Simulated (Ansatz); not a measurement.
A run for Ansatz (an electronic-structure program): R-CCSD(T)/cc-pVTZ on GeH3NO (SMILES [NH2][Ge][OH]), a point of a torsion scan. The run froze 16 orbitals, filled d shells among them.

Ansatz 0.2 input:
```yaml
crystal:
  periodic: [false, false, false]
  atoms:
    - {symbol: N, position_ang: [-1.06674157, -0.03950266, 0.17718555]}
    - {symbol: Ge, position_ang: [0.41283212, -1.01576986, 0.63958940]}
    - {symbol: O, position_ang: [1.62362957, -0.15876387, -0.34133136]}
    - {symbol: H, position_ang: [-1.98826989, -0.22329579, 0.54104624]}
    - {symbol: H, position_ang: [-1.11264661, 0.73826129, -0.46519199]}
    - {symbol: H, position_ang: [1.57483739, 0.76449103, -0.57599600]}
basis:
  gaussian:
    orbitals: cc-pVTZ
magnetization: {spin_polarized: false}
correlation: {method: ccsd_t, electrons: outside_noble_gas}
scf: {lower_state_search: off}
```

It printed:

```
WARN ansatz: RAYON_NUM_THREADS=1 ignored (pool sized by the plan → 1); use --threads N
Functional definition: HF
these checks for a lower state are left out or cut short: stability, starts, cluster_reference, orbital_swaps, neighbouring_geometries, increment
integrals: 0.32 GiB planned
880 factors; integrals over basis functions are off by at most 8.9e-4 eV
mean field: 0.40 GiB planned
mean field evaluation 1: about -60038.8581 eV, gradient 4.9e1 eV
mean field evaluation 2: about -60038.9316 eV, gradient 4.9e1 eV
mean field evaluation 4: about -60043.4514 eV, gradient 2.9e0 eV
mean field evaluation 8: about -60043.4976 eV, gradient 3.3e-1 eV
mean field -60043.49805245 eV, -2206.5578544828 hartree, gradient 1.5e-6 eV, S^2 0.000000; 0 other end points of the search recorded, 0 dependent functions left out
16 core orbitals not correlated
reference -60043.49805245 eV, -2206.5578544828 hartree; 9, 9 occupied and 120, 120 virtual orbitals, 880 factors
second order -15.21275841 eV of doubles, -0.00000000 eV of singles
coupled cluster: 0.71 GiB planned
cycle   1  -15.17703743 eV  change    3.6e-2 eV  update   9.3e-2
cycle   2  -15.54874425 eV  change   -3.7e-1 eV  update   3.0e-2
cycle   3  -15.65039488 eV  change   -1.0e-1 eV  update   1.7e-2
cycle   4  -15.63572625 eV  change    1.5e-2 eV  update   4.6e-3
cycle   5  -15.63360223 eV  change    2.1e-3 eV  update   2.3e-3
cycle   6  -15.63445791 eV  change   -8.6e-4 eV  update   8.6e-4
cycle   7  -15.63399673 eV  change    4.6e-4 eV  update   2.9e-4
cycle   8  -15.63393457 eV  change    6.2e-5 eV  update   1.0e-4
cycle   9  -15.63398562 eV  change   -5.1e-5 eV  update   3.6e-5
cycle  10  -15.63398290 eV  change    2.7e-6 eV  update   1.5e-5
perturbative correction -0.61361147 eV, -0.0225498056 hartree
Total energy: -60059.74564682 eV, -2207.1549425630 hartree
Checks for a lower state left out: stability, starts, cluster_reference, orbital_swaps, neighbouring_geometries, increment
```

The calculation finished and met its thresholds.

Cost: about 14 core-seconds (a rough figure).
